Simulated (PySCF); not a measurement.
# Correlation energy of Cl (chlorine, neutral)

[Ne] 3s2 3p5, 2P determinant. Calculation: PySCF 2.14, in dyall-acv3z (19s12p6d4f, 113 functions); no relativity, point nucleus. Frozen: 1s2; 15 electrons correlated; the 18 highest virtual orbitals of each spin left out.

```json
{"level": "CCSD", "correlation energy (mhartree)": "-502.26"}
{"level": "(T)", "correlation energy (mhartree)": "-9.41"}
{"level": "CCSD(T)", "correlation energy (mhartree)": "-511.67"}
```

Diagnostics: T1 = 0.0060, D1 = 0.0266, largest double amplitude 0.037.

Task: Is a single reference adequate?

Result: Yes: T1 lies below 0.03 and no double amplitude reaches 0.07.
